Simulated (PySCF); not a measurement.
# State search for TlC

Unrestricted PBE0; basis Tl aug-cc-pVDZ-PP with ECP60, C aug-cc-pVDZ; scalar-relativistic core potentials; PySCF 2.14. Outer shells of the fragments: Tl 5d10 6s2 6p1; C 2s2 2p2.

Followed along the bond (rough minima from three points):

| 2Ms+1 | unpaired | ⟨S²⟩ at the start | R at minimum (Å) | Te (eV) |
| --- | --- | --- | --- | --- |
| 4 | σ ↑, π ↑↑ | 3.76 | 2.31 | 0.00 |
| 2 | σ ↓, π ↑↑ | 1.77 | 2.29 | 0.59 |
| 2 | π ↑ | 0.81 | 2.13 | 1.69 |

Solutions found at the starting distance of 2.140 Å, counted from the lowest of them; the search is not exhaustive and high or unbound solutions are not listed, so other states can lie among these:

```
2Ms+1   unpaired   term  E (eV)  ⟨S²⟩  ⟨Lz²⟩  μ (D)
    4  σ ↑, π ↑↑    ⁴Σ⁻    0.00  3.76   0.00  -2.75
    2  σ ↓, π ↑↑  mixed    0.56  1.77   0.00  -2.92
    2        π ↑     ²Π    1.58  0.81   1.02  -3.84
    2        π ↑     ²Π    1.80  0.75   1.00  -1.31
    4      π ↑↑↑     ⁴Π    3.12  3.76   1.00  -0.57
    4  σ ↑, π ↑↑  mixed    3.79  3.76   2.01   1.31
```

A term symbol is given only where ⟨S²⟩ and ⟨Lz²⟩ are close to those of a pure state; real π, δ and φ orbitals otherwise mix terms. A positive dipole means Tl(−)C(+).

Spin–orbit coupling is left out, which matters for elements this heavy, above all for dissociation energies. Counting both spins, an empty level lies below a filled one in some of these solutions, because spin and occupation are held.
